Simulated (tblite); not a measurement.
Species: C₄H₈OPSi (doublet state).
Numbering: `[PH2:1][Si@@H:2]1[CH:3][CH2:4][CH:5]=[CH:6][O:7]1` (hydrogens: H8, H9 on P1; H10 on Si2; H11 on C3; H12, H13 on C4; H14 on C5; H15 on C6)

Cartesian coordinates in Å at the GFN2-xTB level; atoms count from 1:
```xyz
15
C4H8OPSi angstrom
P      3.004    0.278   -0.252
Si     0.973   -0.046    0.657
C     -0.087   -1.225   -0.271
C     -1.431   -0.798   -0.714
C     -1.835    0.601   -0.365
C     -1.073    1.535    0.184
O      0.215    1.406    0.552
H      3.543    0.838    0.893
H      3.439   -0.988    0.093
H      1.047   -0.351    2.097
H      0.201   -2.228   -0.545
H     -1.514   -0.919   -1.806
H     -2.183   -1.491   -0.305
H     -2.851    0.863   -0.618
H     -1.452    2.532    0.378
```

Computed with GFN2-xTB (tblite): harmonic, unscaled wavenumbers at the GFN2-xTB geometry, gas phase. Errors from tens to a few hundred cm⁻¹ against measured bands are possible. Modes of hydrogen on phosphorus and silicon can be 10 to 20 % off. One conformer, not necessarily the lowest. Open shells enter through the occupations alone, without spin polarisation, and single modes of such species can be off by tens of per cent.

Harmonic wavenumbers (cm⁻¹): 61.3, 89.0, 98.1, 117.5, 190.2, 320.4, 397.3, 447.8, 479.0, 499.6, 600.9, 662.0, 682.7, 703.0, 738.6, 749.8, 793.9, 827.8, 856.5, 883.6, 926.4, 1084.1, 1117.0, 1123.7, 1148.7, 1235.0, 1287.3, 1316.6, 1347.2, 1415.7, 1710.4, 2131.1, 2305.0, 2388.8, 2811.3, 2862.6, 3035.6, 3080.4, 3088.3.

A = 3648, B = 1203, C = 1006 MHz; mass 131.008 u (most abundant isotopes); point group C1, symmetry number 1; spin multiplicity 2.

Problem. Zero-point energy?

Solution. Half the sum of the wavenumbers: 22807 cm⁻¹ = 65.21 kcal/mol.

Problem. What is S at 298.15 K and 1 bar for an ideal gas of classical rigid rotors and harmonic oscillators?

Solution. Translation 40.55, rotation 28.68, vibration 24.57, spin (R ln 2) 1.38: S = 95.2 cal/(mol K).

Problem. And Cp and H(298.15 K) − H(0)?

Solution. Cp = 34.39 cal/(mol K), of which vibrations give 26.44 (their classical limit is 39 R = 77.5); H(298.15 K) − H(0) = 6.26 kcal/mol without the zero-point energy, 3.89 from vibrations.

Problem. How do the functions run with temperature in this model?

Solution. 
| T (K) | S (cal/(mol K)) | Cp (cal/(mol K)) | H − H(0) (kcal/mol) | G − H(0) (kcal/mol) | ln q(vib) |
| --- | --- | --- | --- | --- | --- |
| 100 | 69.2 | 16.9 | 1.24 | -5.68 | 1.43 |
| 200 | 83.4 | 25.3 | 3.33 | -13.34 | 3.64 |
| 300 | 95.4 | 34.6 | 6.33 | -22.29 | 5.83 |
| 500 | 116.7 | 49.2 | 14.80 | -43.56 | 10.24 |
| 800 | 142.9 | 62.1 | 31.68 | -82.66 | 16.51 |
| 1000 | 157.4 | 67.5 | 44.67 | -112.72 | 20.35 |

q(vib) and H(0) count from the zero-point level.

Problem. What must be added to the electronic energy to get the Gibbs energy at 298.15 K and 1 bar?

Solution. ZPE + [H(298.15 K) − H(0)] − T·S = 65.21 + 6.26 − 28.38 = 43.09 kcal/mol.

Hindered rotation and anharmonicity are outside this model. Other conformers, if any are populated, would add a mixing term that is left out. The structure is chiral; the term R ln 2 for an equal mix with its mirror image is left out.
